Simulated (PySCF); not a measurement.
C3H8ClNSi. Atoms are numbered in the order given.

```xyz
14

C      2.9546    -1.3191     0.7901
N      1.7382    -1.0275     0.0863
C      1.1174     0.0522     0.3365
Si    -0.4585     0.3972    -0.6394
C     -1.1884    -1.1942    -1.2630
Cl    -1.7808     1.3598     0.6511
H      3.2468    -0.5411     1.5232
H      3.7712    -1.4517     0.0616
H      2.8489    -2.2844     1.3114
H      1.4960     0.7765     1.0945
H     -0.1699     1.3619    -1.7412
H     -1.5109    -1.8176    -0.4159
H     -2.0495    -1.0168    -1.9233
H     -0.4106    -1.7451    -1.8139
```

Geometry optimised at PBE0-D3(BJ)/def2-SVP. The structure was generated by enumeration; whether it is a known compound was not checked. One conformer was computed; it need not be the lowest.

Computed with PySCF with PBE/pcSseg-1.

GIAO shieldings, no solvent; atoms alike by connectivity are averaged. δ = σ(ref) − σ: ¹³C against TMS (σ = 182.0 ppm); ¹⁵N against NH3 (σ = 267.0 ppm); ²⁹Si against TMS (σ = 335.4 ppm); ³⁵Cl against HCl (σ = 936.5 ppm); ¹H against TMS (σ = 31.49 ppm), references at their B3LYP-D3(BJ)/def2-TZVP geometries, non-relativistic (without spin–orbit terms, shifts of atoms bonded to Cl or Br come out too high).

```tsv
nucleus	atoms	count	δ (ppm)
¹³C	C3	1	182.6
¹³C	C1	1	60.9
¹³C	C5	1	1.1
¹⁵N	N2	1	443.9
²⁹Si	Si4	1	0.8
³⁵Cl	Cl6	1	-11.5
¹H	H10	1	8.80
¹H	H11	1	5.64
¹H	H7, H8, H9	3	3.97
¹H	H12, H13, H14	3	0.82
```
